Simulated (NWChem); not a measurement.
# C$_{4}$H$_{4}$; SMILES C#CC=C

All runs: NWChem. Coordinates come from a PBE0/def2-SVP optimisation. B3LYP is NWChem's, with the RPA form of VWN correlation. Ions are spin-unrestricted doublets at the neutral geometry; other ion states weren't tried.

For level B3LYP/aug-cc-pVDZ:

| Property | Value |
|---|---|
| −ε(HOMO) (eV) | 6.96 |

### Question
Estimate the same quantities for level r2SCAN/aug-cc-pVDZ.

### Answer
| Quantity | Result |
|---|---|
| −ε(HOMO) (eV) | 6.33 |
